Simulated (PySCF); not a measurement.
Computed shifts of a molecule C5H6Se, PBE/pcSseg-1 (PySCF), GIAO, gas phase, equivalent atoms averaged, in ppm (number of nuclei): ¹³C: 215.8 (1), 109.6 (1), 90.3 (1), 43.1 (1), 24.7 (1). ¹H: 5.58 (2), 3.97 (2), 3.15 (2). References: ¹³C against TMS (σ = 182.0 ppm); ⁷⁷Se against Me2Se (σ = 1634.8 ppm); ¹H against TMS (σ = 31.49 ppm), references at their B3LYP-D3(BJ)/def2-TZVP geometries, non-relativistic. Geometry optimised at B3LYP-D3(BJ)/def2-SVP. One conformer was computed; it need not be the lowest.

**Question.** Identify the compound among the candidates.
A) C=C1CC=C[Se]1
B) Cc1cc[se]c1
C) C=C=C1CC[Se]1
D) C=CC1=CC[Se]1

**Answer.** C, C=C=C1CC[Se]1
